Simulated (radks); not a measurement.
Question: The mean radii <r> (bohr) of the occupied orbitals of an atom or ion are listed with their occupations. Calculated with a radial shooting solver on a logarithmic mesh with Libxc functionals: scalar-relativistic Kohn-Sham, SCAN, spin-polarised, spherical densities, finite nucleus; meta-GGA in the generalised Kohn-Sham scheme; Fermi nuclear charge, rms radius of each element as measured or else 0.836 A^(1/3) + 0.57 fm.

| orbital | occ. | <r> |
|---|---|---|
| 1s up | 1 | 0.02151 |
| 1s down | 1 | 0.02151 |
| 2s up | 1 | 0.09145 |
| 2s down | 1 | 0.09145 |
| 2p up | 3 | 0.08088 |
| 2p down | 3 | 0.08088 |
| 3s up | 1 | 0.2391 |
| 3s down | 1 | 0.2389 |
| 3p up | 3 | 0.2380 |
| 3p down | 3 | 0.2378 |
| 3d up | 5 | 0.2167 |
| 3d down | 5 | 0.2165 |
| 4s up | 1 | 0.5412 |
| 4s down | 1 | 0.5417 |
| 4p up | 3 | 0.5732 |
| 4p down | 3 | 0.5738 |
| 4d up | 5 | 0.6234 |
| 4d down | 5 | 0.6252 |
| 5s up | 1 | 1.320 |
| 5s down | 1 | 1.343 |
| 5p up | 3 | 1.568 |
| 5p down | 3 | 1.578 |
| 4f up | 7 | 0.8801 |
| 6s up | 1 | 3.688 |
| 4f down | 2 | 0.9516 |
| 7p up | 1 | 12.81 |

Name the element and its charge. Open shells, if any, are filled with parallel spins first.

Answer: Z = 65, terbium, charge 0: Tb in [Xe] 4f9 6s1 7p1. The 1s radius gives Z: for a bare nucleus <r> = (2 gamma + 1)/(2Z) with gamma = sqrt(1 - (Z/c)^2), 0.02124 bohr for Z = 65, and screening makes it slightly larger (0.02151 here). The occupations add up to 65, and the charge is Z minus that.
